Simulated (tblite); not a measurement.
A tight-binding relaxation on `C=C(C)CCC#CBBr`.

Computed with GFN2-xTB geometry optimisation, gas phase (tblite 0.8.0). Start geometry: from a force field or distance geometry. The command runs a driver script over a list of jobs; the input below is this job's line of settings and its coordinates in Å.

Command:
```bash
OMP_NUM_THREADS=1 python probes_run.py task.json out
```

Input:
```
{"job": {"kind": "relax", "xc": "GFN2-xTB", "basis": "xTB"}, "charge": 0, "multiplicity": 1}
C     -1.815000    -0.755700    -1.521200
C     -1.392800    -0.179600    -0.396300
C     -1.419100     1.310600    -0.243900
C     -0.865600    -1.036900     0.736000
C      0.525700    -1.612300     0.445800
C      1.516900    -0.536800     0.325400
C      2.327300     0.358800     0.230100
B      3.342500     1.506400     0.114800
Br     2.696800     3.341100    -0.318500
H     -1.813000    -1.832700    -1.639300
H     -2.204500    -0.147300    -2.339200
H     -0.824200     1.778800    -1.048900
H     -2.481700     1.673100    -0.317200
H     -1.013400     1.639600     0.728400
H     -0.825600    -0.453400     1.693000
H     -1.572800    -1.884500     0.933800
H      0.510700    -2.190100    -0.503700
H      0.831000    -2.297600     1.260200
H      4.466900     1.327700     0.406300
```

Output:
```
step      E/eV     max force
  0    -689.77305    1.628
  1    -689.87024    2.143
  2    -689.93201    1.575
  3    -689.98527    0.514
  4    -690.00472    0.455
  5    -690.01014    0.261
  6    -690.01393    0.153
  7    -690.01746    0.139
  8    -690.01881    0.106
  9    -690.02013    0.076
... (112 lines left out)
122    -690.09200    0.029
123    -690.09222    0.029
124    -690.09252    0.040
125    -690.09280    0.042
126    -690.09304    0.033
127    -690.09327    0.027
128    -690.09346    0.026
129    -690.09359    0.017
130    -690.09364    0.011
131    -690.09366    0.010
```

«max force» is the largest atomic force in eV/Å.

Q: From which step on does the largest force stay under 0.1 eV/Å, and how much energy is left to gain from there?

A: From step 107 (0.082 eV/Å), 7.7 meV above the end.

Summary of the converged run: energy lowered by 7.4 kcal/mol over 131 steps; largest atomic force 0.010 eV/Å at the end.

Q: Estimate the wall time. Hardware: one thread, Arm Neoverse V1 (aarch64), on a shared host.

A: About 1.1 s.
Labels such as C1 count atoms from 1, the log's own numbers from 0.
